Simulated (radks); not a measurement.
Values are calculated unless marked as measured or tabulated.
Task: Cd2+, configuration [Kr] 4d10 (the NIST ground configuration). Code: a radial shooting solver on a logarithmic mesh with Libxc functionals. Model: Dirac Kohn-Sham, Slater X-alpha with alpha = 0.63, spin-unpolarised, spherical densities, finite nucleus; Fermi nuclear charge, rms radius 4.6087 fm. Some entries of the table are withheld. Estimate them.

orbital,occ.,eigenvalue (eV),<r^2> (bohr^2),<1/r> (bohr^-1)
1s1/2,2,-26468.33,0.001253,50.57
2s1/2,2,-3939.931,0.02043,11.67
2p1/2,2,-3670.113,0.01524,11.66
2p3/2,4,-3478.356,0.01656,10.92
3s1/2,2,-746.2945,0.1477,4.092
3p1/2,2,(1),0.1428,4.002
3p3/2,4,(2),0.1517,3.822
3d3/2,4,(3),0.1326,3.663
3d5/2,6,(4),0.1352,3.617
4s1/2,2,-122.0692,0.8792,1.583
4p1/2,2,-87.3971,1.015,1.461
4p3/2,4,-81.5285,1.085,1.402
4d3/2,4,-28.7857,1.906,1.072
4d5/2,6,-28.0763,1.962,1.056

Result: 
(1) 3p1/2 eigenvalue (eV): -638.2158
(2) 3p3/2 eigenvalue (eV): -604.0257
(3) 3d3/2 eigenvalue (eV): -412.0929
(4) 3d5/2 eigenvalue (eV): -405.1498
